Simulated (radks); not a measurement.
Values are calculated unless marked as measured or tabulated.
Question: Mean orbital radii <r> (bohr) of neutral tantalum, [Xe] 4f14 5d3 6s2, of relativity; Dirac values are averaged over j with weights 2j + 1. Spin-unpolarised spherical Kohn-Sham, PBE, point nucleus unless stated (finite: rms radius 5.3507 fm), a radial shooting solver on a logarithmic mesh with Libxc functionals. A level marked "c x" has the speed of light scaled by that factor and shares open shells by 2j + 1; other Dirac levels either fill j = l - 1/2 first or share by 2j + 1.

shell       non-rel.
3s            0.2232
3p            0.2132
3d            0.1871
4s            0.4988
4p            0.5066
4d            0.5254
5s             1.204
5p             1.342
4f            0.6178
5d             2.134
6s             3.638
6p (empty)     5.019

Give the values at the level "Dirac, c x 5".

Answer: 
shell       Dirac, c x 5  change of magnitude (%)
3s                0.2225                    -0.32
3p                0.2128                    -0.17
3d                0.1871                    -0.04
4s                0.4973                    -0.31
4p                0.5059                    -0.15
4d                0.5253                    -0.02
5s                 1.201                    -0.32
5p                 1.340                    -0.14
4f                0.6186                    +0.13
5d                 2.139                    +0.20
6s                 3.626                    -0.34
6p (empty)         5.016                    -0.06
